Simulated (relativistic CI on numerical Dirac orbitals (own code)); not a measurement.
## Spin-allowed bands of a d2 ion in an octahedral site, by hand

Problem. Take Δ = 16340 cm⁻¹ and B = 380 cm⁻¹ for a d2 ion in an octahedral site. Calculate the three spin-allowed bands.

Working.
1. The terms of highest spin are 3F (energy 0) and 3P (15B = 5700 cm⁻¹). Here the F term splits into A2 at +1.2Δ = 19608, T2 at +0.2Δ = 3268 and T1 at −0.6Δ = -9804 cm⁻¹.
2. The two T1 states mix through the element 0.4Δ: H = [[-9804, 6536], [6536, 5700]], with roots ½(H₁₁ + H₂₂) ∓ ½√[(H₂₂ − H₁₁)² + 4H₁₂²] = ½(-4104) ∓ ½(20279) = -12192 and 8088 cm⁻¹.
3. The ground term is 3T1 at -12192 cm⁻¹.
4. Bands: 3T2 15460 cm⁻¹ (647 nm), 3T1(P) 20279 cm⁻¹ (493 nm), 3A2 31800 cm⁻¹ (314 nm).

Check. Exact diagonalisation of the whole d2 shell with these parameters gives 3T2 15460, 3T1 20279, 3A2 31800 cm⁻¹. The match is exact, since without spin-orbit coupling no other term has this spin. The ratio of the second band to the first, 1.312, depends on Δ/B = 43.0 alone, which is how a Tanabe-Sugano diagram is read.
